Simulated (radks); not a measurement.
Problem. All-electron atom: Mn3+ in [Ar] 3d4. All-electron calculation, non-relativistic Kohn-Sham, PBEsol, spin-unpolarised, spherical densities, point nucleus. Program: a radial shooting solver on a logarithmic mesh with Libxc functionals. Some entries of the table are withheld. Estimate them.

orbital  occ.  eigenvalue (Ry)  r(max) (bohr)  <r> (bohr)
1s          2        -470.6792            (1)         (2)
2s          2              (3)         0.2354      0.2827
2p          6        -48.85363         0.1895      0.2484
3s          2         -8.80531         0.7413      0.8527
3p          6         -6.59975         0.7510      0.8923
3d          4         -3.04300         0.7374       1.039

Solution. 
(1) 1s r(max) (bohr): 0.04056
(2) 1s <r> (bohr): 0.06161
(3) 2s eigenvalue (Ry): -56.52008
